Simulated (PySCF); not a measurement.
A PySCF script (with the pyscf-properties extension) for the NMR shieldings of `C(C=C)C(C)(C)BF`, C$_{6}$H$_{12}$BF, on a GFN2-xTB geometry:

```python
import basis_set_exchange as bse
import numpy as np
from pyscf import gto, dft
from pyscf.prop import nmr

atoms = """
C     2.799014   -0.494416   -0.506831
C     1.827528    0.354855   -0.229562
C     0.668605    0.045856    0.663166
C    -0.677380    0.008568   -0.100575
C    -1.059539    1.420629   -0.564481
C    -1.759619   -0.478922    0.885743
B    -0.622240   -1.035516   -1.307237
F    -1.221373   -0.752837   -2.442362
H     2.817315   -1.487855   -0.089229
H     3.617795   -0.235766   -1.156821
H     1.842963    1.347498   -0.659617
H     0.832105   -0.922905    1.138728
H     0.603203    0.806524    1.446680
H    -0.342681    1.800120   -1.287584
H    -1.098806    2.105956    0.281140
H    -2.036321    1.406705   -1.042185
H    -1.821795    0.201233    1.733575
H    -1.527259   -1.474541    1.256712
H    -2.732772   -0.511829    0.400884
H    -0.113890   -2.092679   -1.242571
"""
names = dict.fromkeys(["C", "B", "F", "H"], "pcSseg-1")
basis = {el: gto.basis.parse(bse.get_basis(n, elements=[el], fmt="nwchem")) for el, n in names.items()}
mol = gto.M(atom=atoms, basis=basis, charge=0, verbose=0)
mf = dft.RKS(mol, xc="PBE0")
mf.grids.level = 2
mf.grids.alignment = dft.numint.BLKSIZE   # the property module wants whole blocks of grid points
mf.conv_tol = 1e-9
mf.kernel()

calc = nmr.RKS(mf)   # GIAO
C = mf.mo_coeff
Co = C[:, mf.mo_occ > 0]
resp = mf.gen_response(singlet=True, hermi=2)
def vind(x):   # induced exchange potential for any number of trial vectors
    d = np.einsum("pi,xij,qj->xpq", C, 2 * x.reshape(-1, C.shape[1], Co.shape[1]), Co, optimize=True)
    return np.einsum("xpq,pi,qj->xij", resp(d - d.transpose(0, 2, 1)), C, Co, optimize=True).ravel()
mo1, _ = nmr.rhf.solve_mo1(calc, with_cphf=vind)
sigma = calc.kernel(mo1)
for i, s in enumerate(sigma):   # ppm
    print("%2d %-2s %9.2f" % (i, mol.atom_pure_symbol(i), np.trace(s) / 3))
```

Question: What are the results?

Answer: 
```
 0 C      63.57
 1 C      40.88
 2 C     136.10
 3 C     154.31
 4 C     163.71
 5 C     161.13
 6 B      44.15
 7 F     180.55
 8 H      26.23
 9 H      26.40
10 H      25.38
11 H      29.29
12 H      29.86
13 H      30.30
14 H      31.21
15 H      30.43
16 H      30.80
17 H      30.65
18 H      31.02
19 H      26.35
```

These numbers come from an equivalent density-fitted implementation of the same equations, which agrees with the script to about 0.01 ppm for H and up to a few tenths of a ppm for heavy atoms, so last digits may differ.

Size and cost of the density-fitted run: 196 basis functions, 59 s wall time on 1 thread of an Arm Neoverse N1, shared host; peak memory 0.87 GiB.
